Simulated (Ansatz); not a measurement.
`[OH][In][Br]`, charge 0, multiplicity 2.

(1) Give a relaxed structure at PBE0-D4/def2-TZVP (Ansatz 0.2.0). (Best estimate.)

Results:

(1) Ansatz gave: 
Cartesian coordinates in Å:
```
O -0.224 -0.665 1.014
In 0.667 0.331 -0.478
Br -0.841 1.385 -2.174
H 0.398 -1.051 1.638
```
Point group Cs.
